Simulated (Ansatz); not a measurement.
BrH2InO, SMILES `[OH][InH][Br]`, relaxed with RKS PBE0-D4/def2-TZVP in Ansatz 0.2.0 from a PBE-D4/def2-SVP geometry. The force threshold is 0.005 eV/Å; the program also tests the step.

Charge 0, multiplicity 1. In takes the def2 core potential.

Start:

```xyz
5

O     0.869   -1.010   -0.734
In   -0.293    0.306    0.258
Br    0.006    2.563   -0.769
H     0.768   -1.903   -0.352
H    -1.351    0.044    1.597
```

Task: By how much does the energy fall, and how many steps does the optimiser take? (Estimate.)

Result: Ansatz gave: 0.04 eV, in 4 steps.

Task: Which bonds change most? (Estimate.)

Result: The calculation gave: In2–Br3 from 2.498 to 2.454 Å; O1–In2 from 2.016 to 1.973 Å; In2–H5 from 1.727 to 1.701 Å; O1–H4 from 0.977 to 0.960 Å.

Task: Give the relaxed structure. (Estimate.)

Result: The calculation gave: 
```xyz
5

O     0.837   -0.993   -0.703
In   -0.288    0.319    0.248
Br    0.009    2.535   -0.764
H     0.762   -1.883   -0.349
H    -1.321    0.022    1.567
```
